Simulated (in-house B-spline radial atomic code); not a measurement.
Radial electron density of Sc VI (Sc5+), [Ne] 3s2 3p4. Level of theory: scalar-relativistic (X2C) BP86, spin-polarised, spherical fractional occupations, Fermi nucleus of rms radius 3.5459 fm; calculated with an all-electron radial atomic-structure program (B-spline basis).

Columns: r (bohr), 4πr²n(r) (electrons per bohr), bar.

```
 0.00274   0.6261 #
 0.00326   0.8542 #
 0.00389    1.167 ##
 0.00464    1.586 ###
 0.00553     2.14 ####
 0.00659    2.869 #####
 0.00786     3.82 ######
 0.00937    5.034 #########
  0.0112    6.585 ###########
  0.0133    8.415 ##############
  0.0159    10.68 ##################
  0.0189    13.19 ######################
  0.0226    16.02 ###########################
  0.0269    18.83 ################################
  0.0321    21.47 ####################################
  0.0382    23.53 ########################################
  0.0456    24.71 ##########################################
  0.0544    24.71 ##########################################
  0.0648    23.54 ########################################
  0.0773    21.54 #####################################
  0.0921    19.45 #################################
    0.11    18.21 ###############################
   0.131    18.61 ################################
   0.156    20.72 ###################################
   0.186    23.71 ########################################
   0.222    25.94 ############################################
   0.265    25.69 ############################################
   0.315    22.37 ######################################
   0.376    16.72 ############################
   0.448    11.02 ###################
   0.535    7.283 ############
   0.637    6.285 ###########
    0.76    6.895 ############
   0.906    7.266 ############
    1.08    6.291 ###########
    1.29    4.227 #######
    1.54     2.15 ####
    1.83   0.8251 #
    2.18   0.2221 
     2.6  0.04009 
     3.1 0.004661 
     3.7 0.0003141
```

On this grid the curve has 3 maxima, near 0.0544, 0.222, 0.906 bohr.

The 3p up radial function P(r) = rR(r), positive near the nucleus:

```
r (bohr)          P
 0.00326   0.001324
 0.00464   0.002573
 0.00659   0.004973
 0.00937   0.009584
  0.0133    0.01825
  0.0189    0.03433
  0.0269    0.06334
  0.0382     0.1127
  0.0544     0.1922
  0.0773     0.3054
    0.11     0.4406
   0.156     0.5471
   0.222       0.53
   0.315     0.2795
   0.448    -0.2253
   0.637    -0.7922
   0.906     -1.068
    1.29    -0.8458
    1.83     -0.388
     2.6    -0.0889
     3.7  -0.008097
```
